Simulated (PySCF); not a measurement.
Unknowns

[PySCF: geometry from GFN2-xTB; PBE0/pcSseg-1 with gauge-including orbitals; one computed conformer; non-relativistic Hamiltonian; no solvent; averaged over atoms made equivalent by symmetry, fast rotation or ring inversion]

References, each an isolated molecule treated in the same way: TMS for ¹H (31.72 ppm), ¹³C (186.93 ppm). Splittings of carbon signals by F and P are missing where no couplings were computed. Where no couplings were computed, multiplicities follow the n + 1 count of equivalent neighbours, and m marks all less simple cases (inequivalent or close neighbours, rings, F or P nearby). Shifts are as computed. Against solution values, carbons near 30 ppm lie about +3 ppm off and those near 130 ppm about +5 ppm. Of 1211 compounds with measured shifts, 218 miss one by over three times the rms of a fit or turn the order of signals round; such compounds aren't used in these exercises.

(1) C6H10F2Si. ¹H NMR (500 MHz, computed): δ 7.44 (m, 1H), 5.45 (br s, 1H), 5.27 (br s, 1H), 4.05 (d, 3H), 2.95 (m, 1H), 2.00 (s, 3H). ¹³C{¹H} NMR (computed): δ 168.2 (C), 154.1 (C), 147.3 (CH), 117.8 (CH2), 33.4 (CH), 28.2 (CH3). Give a structure.

(2) C2H6F2OSi3. ¹H NMR (300 MHz, computed): δ 5.96 (m, 2H), 5.93 (m, 1H), 5.87 (m, 2H), 5.57 (m, 1H). ¹³C{¹H} NMR (computed): δ 177.5 (C), 115.7 (CH2). What is it?

Results:

(1) SMILES [SiH3][C@@H](C(=C)C)/C(F)=C\F. The formula gives 2 degrees of unsaturation (no ring in the answer). 6 carbon signals for 6 carbons: no two carbons are equivalent. Carbon types of the structure: 2 × C, 2 × CH, 1 × CH2, 1 × CH3, leaving 3 H on heteroatoms. δC 168.2, 154.1: fully substituted alkene carbon. δC 147.3: alkene CH; the olefinic region. δC 117.8: terminal =CH2 carbon; as expected for a trigonal carbon in a double bond. δH 2.00: hydrogen on an allylic methyl carbon; allylic position.

The data come from this structure; uniqueness wasn't tested.

(2) `C=C(F)[Si]1(F)[SiH2]O[SiH2]1`. The formula gives 2 degrees of unsaturation (1 ring in the answer). 2 carbon signals for 2 carbons: no two carbons are equivalent. Carbon types of the structure: 1 × C, 1 × CH2, leaving 4 H on heteroatoms. δC 177.5: fully substituted alkene carbon. δC 115.7: terminal =CH2 carbon; the olefinic region. δH 5.96, 5.87: hydrogen on a silicon bonded to O, Si, in a 4-membered ring. δH 5.93, 5.57: hydrogen on a terminal =CH2 carbon; a vinylic proton, deshielded by the sp2 carbon and the C=C anisotropy.

The shifts were computed for this structure.
